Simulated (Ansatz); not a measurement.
Cartesian coordinates in Å:
```
B 0.546 -0.999 0.756
N -0.698 -0.389 0.987
Si -0.940 0.839 -0.270
Si 1.152 0.026 -0.905
H 0.988 -1.873 1.444
H -1.314 -0.641 1.749
H -1.105 2.199 0.317
H -2.163 0.564 -1.077
H 1.231 -0.689 -2.207
H 2.302 0.964 -0.794
```

The species carries charge 0 and has multiplicity 1.

(1) List the B3LYP/def2-TZVPP orbital energies in eV (Ansatz). (Estimate.)

Answers

(1) Ansatz gave: Occupied: -1799.19, -1798.41, -389.70, -183.65, -143.68, -143.02, -99.03, -98.98, -98.98, -98.35, -98.32, -98.30, -23.68, -15.92, -14.33, -13.38, -11.75, -10.32, -9.94, -9.34, -8.33, -8.32, -6.94. Lowest empty: -1.00, -0.40, 0.25, 0.67, 0.82, 1.29, 1.82, 2.21.

B3LYP here is the variant with VWN-RPA as its local correlation; programs differ in this.
